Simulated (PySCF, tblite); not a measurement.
Isomers of C5H8OS2Si, one GFN2-xTB conformer each. Single-point energies are computed at PBE0/pcSseg-1 (PySCF, gas phase, no added dispersion term), electronic only.

```
                  SMILES  GFN2-xTB relative energy (kJ/mol)
        CSc1ccsc1[SiH2]O                                0.0
      [SiH3]SCc1ccc(S)o1                               20.6
     O=C/C=C/[SiH]1SCCS1                               99.2
C#C[C@@H]1CS[Si@H](OC)S1                               10.0
     O=C/C=C\[SiH]1SCCS1                               71.8
        COc1sccc1S[SiH3]                               38.7
```

Conformers: `[CH3:1][S:2][c:3]1[cH:4][cH:5][s:6][c:7]1[SiH2:8][OH:9]` with C1–S2–C3–C4 -99°, S6–C7–Si8–O9 -172°, C7–Si8–O9–H 4°; `[SiH3:1][S:2][CH2:3][c:4]1[cH:5][cH:6][c:7]([SH:8])[o:9]1` with Si1–S2–C3–C4 57°, S2–C3–C4–C5 94°, C6–C7–S8–H 180°; `[O:1]=[CH:2]/[CH:3]=[CH:4]/[SiH:5]1[S:6][CH2:7][CH2:8][S:9]1` with O1–C2–C3–C4 178°, C3–C4–Si5–S6 -112°, C4–Si5–S6–C7 108°, Si5–S6–C7–C8 39°, S6–C7–C8–S9 -60°, C7–C8–S9–Si5 44°; `[CH:1]#[C:2][C@@H:3]1[CH2:4][S:5][Si@H:6]([O:7][CH3:8])[S:9]1` with S5–Si6–O7–C8 68°, C2–C3–C4–S5 -62°, C3–C4–S5–Si6 -45°, C4–S5–Si6–O7 132°, S5–Si6–S9–C3 9°; `[O:1]=[CH:2]/[CH:3]=[CH:4]\[SiH:5]1[S:6][CH2:7][CH2:8][S:9]1` with O1–C2–C3–C4 0°, C3–C4–Si5–S6 83°, C4–Si5–S6–C7 119°, Si5–S6–C7–C8 -42°, S6–C7–C8–S9 61°, C7–C8–S9–Si5 -43°; `[CH3:1][O:2][c:3]1[s:4][cH:5][cH:6][c:7]1[S:8][SiH3:9]` with C1–O2–C3–S4 -13°, C6–C7–S8–Si9 159°.

**Question.** What does PBE0/pcSseg-1 give for the same structures?

**Answer.** 
```
                  SMILES  PBE0/pcSseg-1 E (Eh)  PBE0/pcSseg-1 (kJ/mol)  GFN2-xTB (kJ/mol)  point group
     O=C/C=C/[SiH]1SCCS1           -1355.69027                     0.0               99.2           C1
     O=C/C=C\[SiH]1SCCS1           -1355.68855                     4.5               71.8           C1
        CSc1ccsc1[SiH2]O           -1355.68743                     7.5                0.0           C1
C#C[C@@H]1CS[Si@H](OC)S1           -1355.66227                    73.5               10.0           C1
      [SiH3]SCc1ccc(S)o1           -1355.64157                   127.9               20.6           C1
        COc1sccc1S[SiH3]           -1355.63331                   149.6               38.7           C1
```

GFN2-xTB puts CSc1ccsc1[SiH2]O lowest instead; measured from each level's own lowest isomer, the values differ by up to 110.9 kJ/mol (COc1sccc1S[SiH3]: 38.7 against 149.6). As drawn, the lowest has a C=O bond, an Si–C bond and a C=C bond outside aromatic rings, which the highest lacks; the highest has an aromatic ring, which the lowest lacks. Neighbours under 10 kJ/mol apart (O=C/C=C/[SiH]1SCCS1 and O=C/C=C\[SiH]1SCCS1; O=C/C=C\[SiH]1SCCS1 and CSc1ccsc1[SiH2]O) can change places with a better method, another conformer or zero-point energy. O=C/C=C/[SiH]1SCCS1 and O=C/C=C\[SiH]1SCCS1 are stereoisomers, 4.5 kJ/mol apart in the conformers taken.

**Question.** Which frontier levels, dipoles and rotational constants go with these structures?

**Answer.** 
```tsv
SMILES	HOMO (eV, PBE0/pcSseg-1)	LUMO (eV)	dipole (D)	A, B, C (MHz)
O=C/C=C/[SiH]1SCCS1	-7.26	-2.34	3.29	1788, 522.7, 466.5
O=C/C=C\[SiH]1SCCS1	-6.45	-2.92	3.38	1866, 796.5, 635.1
CSc1ccsc1[SiH2]O	-7.06	-1.14	2.59	1271, 957.8, 602.8
C#C[C@@H]1CS[Si@H](OC)S1	-7.03	-0.52	1.13	1370, 821.7, 789.8
[SiH3]SCc1ccc(S)o1	-6.00	-0.37	1.21	1708, 641.6, 502.5
COc1sccc1S[SiH3]	-5.85	-0.29	3.08	1576, 855.2, 568.8
```

**Question.** What happens when harmonic zero-point energies from GFN2-xTB frequencies are added?

**Answer.** 
| SMILES | ZPE (kJ/mol) | electronic (kJ/mol) | with ZPE (kJ/mol) |
| --- | --- | --- | --- |
| O=C/C=C/[SiH]1SCCS1 | 308.0 | 0.0 | 4.2 |
| O=C/C=C\[SiH]1SCCS1 | 310.2 | 4.5 | 10.9 |
| CSc1ccsc1[SiH2]O | 296.3 | 7.5 | 0.0 |
| C#C[C@@H]1CS[Si@H](OC)S1 | 307.7 | 73.5 | 77.4 |
| [SiH3]SCc1ccc(S)o1 | 290.9 | 127.9 | 115.0 |
| COc1sccc1S[SiH3] | 296.2 | 149.6 | 142.0 |

The zero-point energies span 19.3 kJ/mol. CSc1ccsc1[SiH2]O becomes the lowest.
